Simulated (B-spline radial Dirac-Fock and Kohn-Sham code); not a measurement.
## Binding energies of Ta³⁶⁺ at several levels of theory

System: Ta³⁶⁺, 1s2 2s2 2p6 3s2 3p6 3d10 4s2 4p6 4d1.

The density-functional columns are spherical, spin-unpolarised Dirac-Kohn-Sham results without Breit or QED terms: −ε is minus the orbital energy of the initial state and ΔSCF the difference of two total energies. The reference in the last column comes from multi-electron Dirac-Fock with separately optimised hole states, Breit and Lamb-shift corrections added in first order. All numbers are from a radial B-spline solver, in eV; a selection of levels is shown. For the 1s level of heavy atoms much of the gap between ΔSCF and the reference is the Breit and QED part, -335.2 eV here; for other levels the error of the functional can be larger.

```
     level   LDA −ε  LDA ΔSCF  Dirac-Fock
    K (1s)  68726.8   69299.6     68978.1
   L1 (2s)  13073.0   13200.4     13257.9
L2 (2p1/2)  12569.1   12725.2     12707.7
L3 (2p3/2)  11299.8   11438.3     11451.1
   M1 (3s)   4128.7    4181.9      4233.6
M2 (3p1/2)   3907.6    3963.4      3994.4
M3 (3p3/2)   3627.3    3679.7      3712.4
M4 (3d3/2)   3257.8    3317.3      3317.5
M5 (3d5/2)   3196.2    3254.6      3257.2
   N1 (4s)   1851.6    1879.3      1891.5
N2 (4p1/2)   1757.4    1785.3      1781.5
N3 (4p3/2)   1671.0    1697.5      1696.0
 N4,5 (4d)   1507.1    1534.1      1531.0
```

Values without a named source are computed, but for edge energies of neutral atoms, which are taken from tables.
